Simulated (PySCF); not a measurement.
Job file and geometry (Å, from GFN2-xTB) of an NMR shielding run on SMILES Cl/C=C/C[SiH2]CC(F)(F)F, C5H8ClF3Si, PySCF 2.14.0, density-fitted response routines, GIAO PBE0/pcSseg-1 NMR shielding, non-relativistic, gas phase; density fitting, a coarse starting grid and PySCF grid level 2 are the driver's defaults:

```
$ OMP_NUM_THREADS=1 python probes_run.py task.json out

{"job": {"kind": "nmr", "xc": "PBE0", "basis": "pcSseg-1"}, "charge": 0, "multiplicity": 1}
F     -2.936011     0.788272     0.380556
C     -1.898504     0.853197    -0.473646
F     -2.389054     1.381674    -1.609734
F     -1.065045     1.781698     0.030619
C     -1.239629    -0.473742    -0.678832
Si    -0.618185    -1.231140     0.969295
C      0.883212    -0.212210     1.577254
C      1.953341    -0.183682     0.541204
C      2.190478     0.864871    -0.229754
Cl     3.396442     0.856665    -1.461917
H     -1.974087    -1.123551    -1.151383
H     -0.418254    -0.328703    -1.379413
H     -1.694279    -1.209621     1.958759
H     -0.222905    -2.602028     0.635016
H      1.272491    -0.665806     2.488039
H      0.571067     0.803729     1.817768
H      2.527091    -1.090754     0.415678
H      1.653073     1.797448    -0.154468
```

**Question.** Write the output of this run.

**Answer.** 
```
coarse grid: 16896 points
cycle   1  E = -1243.4873682841  dE =  1.295e+00  |g| = 9.085e-01  |ddm| = 3.804e+00
cycle   2  E = -1243.3737870047  dE =  1.136e-01  |g| = 1.283e+00  |ddm| = 1.093e+00
cycle   3  E = -1243.6320281541  dE = -2.582e-01  |g| = 8.837e-02  |ddm| = 6.402e-01
cycle   4  E = -1243.6333273645  dE = -1.299e-03  |g| = 4.676e-02  |ddm| = 1.136e-01
cycle   5  E = -1243.6338094799  dE = -4.821e-04  |g| = 1.522e-02  |ddm| = 4.615e-02
cycle   6  E = -1243.6338603476  dE = -5.087e-05  |g| = 3.946e-03  |ddm| = 1.397e-02
cycle   7  E = -1243.6338640162  dE = -3.669e-06  |g| = 8.219e-04  |ddm| = 3.842e-03
final grid: 157504 points
cycle   8  E = -1243.7102262612  dE = -5.824e-05  |g| = 9.499e-03  |ddm| = 2.980e-02
cycle   9  E = -1243.7102128634  dE =  1.340e-05  |g| = 1.268e-02  |ddm| = 1.629e-02
cycle  10  E = -1243.7102454918  dE = -3.263e-05  |g| = 9.750e-04  |ddm| = 9.277e-03
cycle  11  E = -1243.7102456284  dE = -1.365e-07  |g| = 3.467e-04  |ddm| = 1.031e-03
cycle  12  E = -1243.7102456515  dE = -2.312e-08  |g| = 1.341e-04  |ddm| = 3.509e-04
cycle  13  E = -1243.7102456555  dE = -3.990e-09  |g| = 4.074e-05  |ddm| = 1.360e-04
cycle  14  E = -1243.7102456559  dE = -3.783e-10  |g| = 6.926e-06  |ddm| = 3.378e-05
converged SCF energy = -1243.7102456559

GIAO shielding tensors (ppm)
atom      isotropic    diamagn.    paramagn.     s11        s22        s33       span
  0 F      243.978     473.372    -229.394    153.174    243.541    335.219    182.044
  1 C       49.714     242.783    -193.069     40.983     48.446     59.712     18.729
  2 F      235.622     471.367    -235.745    144.194    226.504    336.168    191.975
  3 F      248.655     479.027    -230.372    162.562    248.769    334.634    172.072
  4 C      168.310     256.783     -88.472    152.061    156.662    196.208     44.147
  5 Si     394.932     880.625    -485.693    354.490    401.771    428.535     74.045
  6 C      168.742     252.655     -83.913    151.717    168.426    186.084     34.367
  7 C       50.523     257.697    -207.174    -58.896     64.465    145.998    204.894
  8 C       55.503     253.575    -198.072    -44.170     90.940    119.739    163.908
  9 Cl     746.831    1145.352    -398.520    541.749    702.261    996.485    454.736
 10 H       30.212      29.616       0.596     25.525     28.543     36.568     11.044
 11 H       29.779      33.617      -3.838     26.435     28.353     34.550      8.115
 12 H       27.237      29.136      -1.899     23.222     25.886     32.604      9.382
 13 H       27.678      29.659      -1.982     23.965     25.644     33.424      9.459
 14 H       29.942      29.445       0.497     24.967     27.756     37.101     12.134
 15 H       29.531      32.436      -2.905     27.441     27.949     33.204      5.764
 16 H       25.751      31.634      -5.884     22.557     25.453     29.242      6.685
 17 H       25.506      31.517      -6.011     21.569     25.171     29.778      8.209
```

**Question.** Turn these shieldings into chemical shifts. Scale: ¹⁹F (170.95 ppm) vs CFCl3; ¹³C (186.93 ppm), ²⁹Si (349.16 ppm), ¹H (31.72 ppm) vs TMS; ³⁵Cl (949.78 ppm) vs HCl (reference shieldings calculated alike).

**Answer.** Averaging equivalent atoms: F 0/2/3: -71.8; C 1: 137.2; C 7: 136.4; C 8: 131.4; C 4: 18.6; C 6: 18.2; Si 5: -45.8; Cl 9: 203; H 17: 6.21; H 16: 5.97; H 12/13: 4.26; H 14/15: 1.98; H 10/11: 1.72 ppm. Unscaled 19F shifts against computed CFCl3 carry errors that often reach 10 to 50 ppm.

Size and cost of the density-fitted run: 224 basis functions, 2.2 min wall time (110 s CPU) on 1 thread of an Intel Xeon, shared host; peak memory 1.1 GiB.
